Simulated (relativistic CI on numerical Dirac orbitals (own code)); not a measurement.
**Ir7+ (5d2) in a crystal field**

Calculated by Dirac-Coulomb-Breit CI, orbitals from a KLI potential per configuration, model QED (radiative potential, 1s self-energy scaled to tabulated hydrogen-like ionisation energies), one configuration in a parametric crystal field, unscaled Slater integrals (own radial code). With so little scaling, terms lie 10 to 35 % too far apart, which can change the order of excited levels.

Field parameters in Wybourne normalisation: Td as Oh with Dq negative (B⁴₀ = 21Dq, B⁴₄ = √(5/14) B⁴₀). The field is a parameter set, without covalency.

S is read from ⟨S²⟩ = S(S + 1).

Levels (cm⁻¹, degeneracy): 0 (3), 7939 (2), 17727 (1), 18651 (3), 19806 (3), 23350 (1), 26185 (2), 28725 (3), 30336 (3), 30874 (2), 32229 (3), 35835 (1).

Q: Which field gives this pattern?
A. Td, 10Dq = -18650 cm⁻¹
B. Td, 10Dq = -11550 cm⁻¹
C. Td, 10Dq = -4450 cm⁻¹
D. Td, 10Dq = -15100 cm⁻¹

A: D. Td, 10Dq = -15100 cm⁻¹, ground level with S = 0.97.
